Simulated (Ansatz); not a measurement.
FH₂O₂Sc, SMILES `[OH][Sc]([OH])[F]` at its PBE0-D4/def2-TZVP geometry, where that method's forces vanish. Charge 0, multiplicity 1.

```csv
atom,x (Å),y (Å),z (Å)
O1,0.693,1.242,-0.908
Sc2,0.352,-0.269,0.124
O3,-1.364,-0.734,0.676
F4,1.775,-1.354,0.621
H5,0.809,2.026,-1.435
H6,-2.266,-0.911,0.922
```

For each bond, give half the difference of the two atoms' forces along it (eV/Å; positive pushes the atoms apart) under PBE-D4, r2SCAN-D4, B3LYP-D4, ωB97M-V in def2-TZVPP. (Estimate.)

Computed: 
| bond | length (Å) | PBE-D4 | r2SCAN-D4 | B3LYP-D4 | ωB97M-V |
| --- | --- | --- | --- | --- | --- |
| O1–Sc2 | 1.861 | -0.10 | 0.08 | 0.11 | 0.15 |
| O1–H5 | 0.952 | 0.36 | -0.03 | -0.07 | -0.15 |
| Sc2–O3 | 1.861 | -0.09 | 0.09 | 0.11 | 0.15 |
| Sc2–F4 | 1.856 | 0.14 | 0.02 | 0.13 | 0.07 |
| O3–H6 | 0.952 | 0.35 | -0.03 | -0.08 | -0.16 |

B3LYP here is the variant with VWN-RPA as its local correlation; programs differ in this.
